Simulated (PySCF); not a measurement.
CH4F2OSi, SMILES C[Si](O)(F)F. The structure is a stationary point at PBE-D3(BJ)/def2-SVP. Other conformers were not sampled.

Level of theory: PBE-D3(BJ)/def2-SVP run with PySCF.

Harmonic wavenumbers (cm⁻¹): 97, 171, 209, 244, 314, 331, 342, 667, 744, 756, 781, 893, 929, 958, 1237, 1377, 1380, 2993, 3096, 3098, 3771. Rotational constants (GHz): 3.821, 3.567, 3.499; symmetry number 1.

Problem. Work out the zero-point energy and the ideal-gas rigid-rotor harmonic-oscillator thermochemistry at 298.15 K and 1 atm.

Solution. ZPE = ½ Σ hcν = ½ × 24388 cm⁻¹ = 34.86 kcal/mol. H − E(el) = 39.82 kcal/mol. Entropy in cal/(mol K): translation 39.66, rotation 26.31, vibration 15.09, total 81.07. G − E(el) = 15.65 kcal/mol. Cp = 25.08 cal/(mol K). Modes under 150 cm⁻¹ make the vibrational entropy uncertain.
